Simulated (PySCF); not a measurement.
Here is a computed GFN2-xTB geometry (Å):
```
atom  x, y, z in Å
C1     1.9098   -2.2854   -0.1805
C2     1.2824   -1.3847    0.3002
C3     0.5123   -0.3158    0.8583
C4    -0.7296    0.1556    0.1460
C5    -2.0862   -0.2517   -0.1990
C6     0.3006    0.9706    0.0768
C7     0.8869    2.1921   -0.3847
O8     2.0390    2.5237   -0.2536
H9     2.4765   -3.0688   -0.5866
H10    0.5521   -0.2656    1.9441
H11   -2.0482   -1.1868   -0.7598
H12   -2.5894    0.5083   -0.7940
H13   -2.6585   -0.4406    0.7101
H14    0.1518    2.8486   -0.8995
```

Charge 0, singlet.

(1) Which heavy atoms are bonded, and with what formal order?

(2) Give the structure as a SMILES string.

(3) Name the point group.

(4) Which rings does it hold (smallest set)?

(5) Classify the heavy atoms.

(6) What is the arrangement about C4?

(7) What is the arrangement about C2?

Answers

(1) C1–C2 1.20 Å (triple); C2–C3 1.43 Å (single); C3–C4 1.51 Å (single); C4–C5 1.46 Å (single); C4–C6 1.32 Å (double); C6–C7 1.43 Å (single); C7–O8 1.21 Å (double); C3–C6 1.52 Å (single). Bonds to hydrogen (Å): C1–H9 1.05; C3–H10 1.09; C5–H11 1.09; C5–H12 1.09; C5–H13 1.09; C7–H14 1.11.

(2) `C#C[C@@H]1C(C)=C1C=O`, C7H6O. Among its features: aldehyde, alkyne, C=C double bond and cyclopropene ring.

(3) C1 (no symmetry element, even within 0.4 Å).

(4) C3–C4–C6 (3 members).

(5) C1: terminal alkyne carbon; C2: alkyne carbon; C3: allylic carbon; C4: fully substituted alkene carbon; C5: allylic carbon; C6: fully substituted alkene carbon; C7: aldehyde carbon; O8: aldehyde oxygen.

(6) It has 3 neighbours (C3, C5, C6) and has angles 152.8°, 142.3° and 64.7°, sum 359.8°, 0.03 Å off the plane of its three neighbours.

(7) It has 2 neighbours (C1, C3) and is linear (angle 178.9°).
